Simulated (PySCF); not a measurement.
# Electronic structure of Sn (tin, neutral) at the TPSS level

Configuration: [Kr] 4d10 5s2 5p2, high-spin 3P determinant. Computed with PySCF 2.14 in dyall-av2z, with the non-relativistic Hamiltonian (point nucleus).

```json
{"Total energy": "-6025.09 hartree", "One-electron energy": "-8302.50 hartree", "Hartree (Coulomb) energy": "2438.30 hartree", "Exchange-correlation energy": "-160.90 hartree", "Kinetic energy": "6022.74021 hartree", "⟨S²⟩": "2.0028", "⟨L²⟩": "2.008", "Sum of ⟨r⟩": "36.35 bohr", "Sum of ⟨r²⟩": "62.14 bohr²", "Traceless quadrupole moment −½Σ⟨3z² − r²⟩ along its main axis": "4.69 e·bohr²", "Density at the nucleus (Gaussians lack the cusp)": "87600 bohr⁻³", "Spin density at the nucleus": "-0.391 bohr⁻³", "Langevin diamagnetic susceptibility": "-49.2 ×10⁻⁶ cm³/mol", "Time after the integrals": "roughly 6 core-seconds"}
```

```tsv
shell	electrons	mean orbital energy (hartree)	spread (hartree)	rms radius, mean of both spins (bohr)
1s α	1	-1028.96602	0	0.0352
1s β	1	-1028.96486	0	0.0352
2s α	1	-151.82204	0	0.142
2s β	1	-151.82192	0	0.142
2p α	3	-141.93565	0.00167	0.124
2p β	3	-141.93492	0.00236	0.124
3s α	1	-29.26600	0	0.376
3s β	1	-29.26525	0	0.376
3p α	3	-25.18430	0.00507	0.370
3p β	3	-25.18332	0.00599	0.370
3d α	5	-17.65087	0.00439	0.343
3d β	5	-17.64991	0.00529	0.343
4s α	1	-4.59313	0	0.903
4s β	1	-4.59066	0	0.903
4p α	3	-3.23730	0.01252	0.961
4p β	3	-3.23469	0.01509	0.961
4d α	5	-1.00388	0.01324	1.19
4d β	5	-0.99803	0.01809	1.19
5s α	1	-0.38007	0	2.69
5s β	1	-0.32824	0	2.69
5p α	2	-0.15762	0	3.47
```

A non-relativistic calculation at this Z misses sizeable relativistic shifts.
